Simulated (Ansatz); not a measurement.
Compare A (`FCC(F)(F)OCC(F)(F)F`) with its isomer B (`FC(F)O[C@@H](F)[C@H](F)C(F)F`).

Calculated with Ansatz (gas phase, PBE0-D4/def2-TZVP geometries, no zero-point term in ΔE). CBS: MP2 limit from def2 TZ/QZ plus the TZ coupled-cluster correction, frozen cores. Functionals use def2-TZVPP. Each species was taken in one conformer, which may not be the lowest.

Which is lower in electronic energy at CCSD(T)/CBS, and by how much? (Best estimate.)

Ansatz gave: A, by 8.9 kcal/mol.

Give E(B) − E(A) in kcal/mol with MP2/def2-TZVPP, B2PLYP, PBE0-D4, r2SCAN-D4, LDA (SPW92), ωB97M-V, BLYP-D4. (An estimate is asked.)

Computed: MP2/def2-TZVPP 8.8, B2PLYP 8.6, PBE0-D4 9.1, r2SCAN-D4 9.9, LDA (SPW92) 9.8, ωB97M-V 9.3, BLYP-D4 7.2. None reverses the order clearly.

Largest T1 diagnostic: 0.012.

From BLYP to BHLYP (50 % exact exchange), in def2-TZVPP and without D4, E(B) − E(A) moves by +1.7 kcal/mol. Leaving LDA and LC-ωPBE aside and taking each functional with its dispersion term where it has one, the values, not all of them listed here, spread over 3.0 kcal/mol, from BLYP-D4 to r2SCAN0-D4. LDA lies +1.5 kcal/mol from PBE without D4.
